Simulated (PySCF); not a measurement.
# A small calculation by hand: entropy of an ideal gas

SiF₂HI, SMILES F[SiH](F)I.

Geometry: B3LYP-D3(BJ)/def2-SVP. The def2 effective core potentials stand for the cores of I; spin–orbit coupling is left out.

B3LYP-D3(BJ)/def2-SVP (PySCF 2.14.0) gives the harmonic wavenumbers 176, 205, 331, 399, 809, 821, 877, 977, 2321 cm⁻¹ and the rotational temperatures 0.3234, 0.0683, 0.0595 K. The molar mass is 193.99 g/mol, the symmetry number 1, the spin multiplicity 1.

Work out the entropy at 298.15 K and 1 atm in the rigid-rotor, harmonic-oscillator model.


Translation (Sackur–Tetrode at 1 atm): S = R[1.5 ln M + 2.5 ln T − 1.16487] = 174.4 J/(mol K).
Rotation: q = (√π/σ) T^1.5/√(θA θB θC) = 252000, S = R[ln q + 3/2] = 115.9 J/(mol K).
Vibration: with u = 1.4388 ν/T, each mode gives R[u/(e^u − 1) − ln(1 − e^−u)]:
```tsv
ν (cm⁻¹)	modes	u	S (J/(mol K))
176	1	0.85	9.92
205	1	0.99	8.74
331	1	1.60	5.25
399	1	1.93	4.04
809	1	3.90	0.84
821	1	3.96	0.80
877	1	4.23	0.64
977	1	4.71	0.43
```
The stiffer modes add less than 0.005 each. Sum 30.7 J/(mol K).
Spin: R ln 1 = 0.0 J/(mol K).
Total 321.0 J/(mol K); the program's own thermochemistry gives 321.0. Translation makes up 54 % and vibration 10 %. Anharmonicity, hindered rotation and orbital degeneracy are left out.
